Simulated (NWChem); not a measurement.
System: AlN2H5; SMILES [NH2][AlH][NH2]

NWChem input:

```
start job
memory heap 200 mb stack 900 mb global 1100 mb
geometry units angstroms noautosym nocenter noautoz
  Al     0.000000     0.000000    -0.490339
  H      0.000000     0.000000    -2.074720
  N     -1.543802    -0.000129     0.386600
  H     -2.447997     0.002874    -0.071181
  H     -1.671203    -0.003611     1.391829
  N      1.543802     0.000129     0.386600
  H      1.671203     0.003611     1.391829
  H      2.447997    -0.002874    -0.071181
end
basis spherical
  * library 6-311g**
end
dft
  xc b3lyp
  iterations 150
end
property
  shielding 5 1 2 3 4 5
  efieldgrad
end
task dft property
```

Geometry: optimised at PBE0/def2-SVP.

GIAO values for the isolated, static molecule; σ is the absolute isotropic shielding, δ = σ(reference) − σ with the isolated reference molecule computed at the same levels (1H: tetramethylsilane, 15N: ammonia).

Atoms are numbered as in the input.

Q: What results follow from this input? (B3LYP/6-311G** (spherical d), GIAO.) Quantities: σ Al1 (ppm); δ H2 (ppm); δ N3 (ppm); δ H4 (ppm); δ H5 (ppm).

A: 
```json
{
  "σ Al1 (ppm)": "398.0",
  "δ H2 (ppm)": "4.31",
  "δ N3 (ppm)": "21.4",
  "δ H4 (ppm)": "0.32",
  "δ H5 (ppm)": "0.13"
}
```
